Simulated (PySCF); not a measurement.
B(Br)3, SMILES BrB(Br)Br (BBr3) (PBE0/def2-SVP optimised geometry):

```
4

B     -0.475     0.000     0.000
Br     1.425     0.000     0.000
Br    -1.425    -1.645     0.000
Br    -1.424     1.645     0.000
```

Level of theory: PBE0/def2-TZVP run with PySCF.

Question: What are the frontier orbital energies and the dipole moment?

Answer: HOMO-2 -9.02 eV, HOMO-1 -9.02 eV, HOMO -8.31 eV, LUMO -2.11 eV, LUMO+1 0.09 eV; dipole moment 0.00 D.

On the same geometry PySCF with PBE/def2-TZVP gives HOMO-2 -7.75 eV, HOMO-1 -7.75 eV, HOMO -7.01 eV, LUMO -2.93 eV, LUMO+1 -0.85 eV; dipole moment 0.00 D.

Meta-Löwdin charges at PBE0/def2-TZVP: B1 0.01, Br2 0.00, Br3 0.00, Br4 0.00.
